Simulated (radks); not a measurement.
Problem. Al II, 12 electrons, occupied as [Ne] 3s2. All-electron calculation, non-relativistic Kohn-Sham, exchange-only LDA, spin-unpolarised, spherical densities, point nucleus. Program: a radial shooting solver on a logarithmic mesh with Libxc functionals. Some entries of the table are withheld. Estimate them.

orbital,occ.,eigenvalue (eV),<r> (bohr),<1/r> (bohr^-1)
1s,2,(1),0.1210,(2)
2s,2,(3),0.6314,2.319
2p,6,-76.3101,(4),(5)
3s,2,-13.7567,(6),0.5624

Solution. 
(1) 1s eigenvalue (eV): -1507.034
(2) 1s <1/r> (bohr^-1): 12.53
(3) 2s eigenvalue (eV): -113.5978
(4) 2p <r> (bohr): 0.6056
(5) 2p <1/r> (bohr^-1): 2.204
(6) 3s <r> (bohr): 2.402
